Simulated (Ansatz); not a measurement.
Reaction (formal exchange of groups at the Al–Si bond): `O[SiH](F)[AlH2]` + `C=CC` → `C=[C](C)[AlH2]` + `O[SiH2]F`

Calculated with Ansatz (gas phase, PBE0-D4/def2-TZVP geometries, no zero-point term in ΔE). CCSD(T)/CBS is the MP2 limit (def2-TZVPP, def2-QZVPP) plus CCSD(T) − MP2 in def2-TZVPP, frozen cores. DFT in def2-TZVPP. One conformer a species, not always the lowest.

`O[SiH](F)[AlH2]`:

```xyz
8

O    -0.958   -1.451   -0.373
Si   -0.195   -0.406    0.644
F    -1.264    0.241    1.660
Al    0.779    1.323   -0.827
H    -1.279   -2.284   -0.021
H     0.725   -1.173    1.537
H    -0.138    2.458   -1.451
H     2.331    1.292   -1.169
```

`C=CC`:

```xyz
9

C     0.103   -0.963   -0.991
C     0.519   -0.161   -0.021
C    -0.344    0.788    0.736
H    -0.936   -0.977   -1.307
H     0.782   -1.633   -1.504
H     1.570   -0.183    0.261
H    -0.329    0.564    1.807
H     0.014    1.817    0.627
H    -1.380    0.747    0.392
```

`C=[C](C)[AlH2]`:

Cartesian coordinates in Å:
```
C -1.096 -0.946 -0.328
C -0.136 -0.058 -0.045
C -0.364 1.411 -0.251
Al 1.519 -0.831 0.631
H -0.955 -2.015 -0.186
H -2.071 -0.645 -0.715
H -0.244 1.966 0.684
H 0.367 1.832 -0.948
H -1.365 1.620 -0.643
H 1.574 -2.410 0.788
H 2.769 0.075 1.012
```

`O[SiH2]F`:

Cartesian coordinates in Å:
```
O 0.532 0.516 1.034
Si -0.314 -0.081 -0.224
F -0.130 -1.663 -0.335
H 1.487 0.553 0.978
H -1.733 0.198 0.060
H 0.157 0.476 -1.513
```

CCSD(T)/CBS gives -0.19 eV.

Question: Another level gave -0.15 eV. Which?
A. CCSD(T)/def2-TZVPP
B. MP2/def2-TZVPP
C. ωB97X-V/def2-TZVPP
D. PBE0/def2-TZVPP

Answer: C. ωB97X-V -0.15, MP2/def2-TZVPP -0.31, PBE0 -0.07, CCSD(T)/def2-TZVPP -0.21 eV.

Largest T1 diagnostic among the species: 0.012.

From PBE to PBE0 (25 % exact exchange), in def2-TZVPP and without D4, ΔE moves by −0.03 eV. At CCSD(T), def2-SVP lies −0.04 eV from the extrapolated value and def2-TZVPP −0.02 eV. Leaving LDA and LC-ωPBE aside and taking each functional with its dispersion term where it has one, the values, not all of them listed here, spread over 0.18 eV, from ωB97M-V to PBE-D4. LDA lies −0.05 eV from PBE without D4.
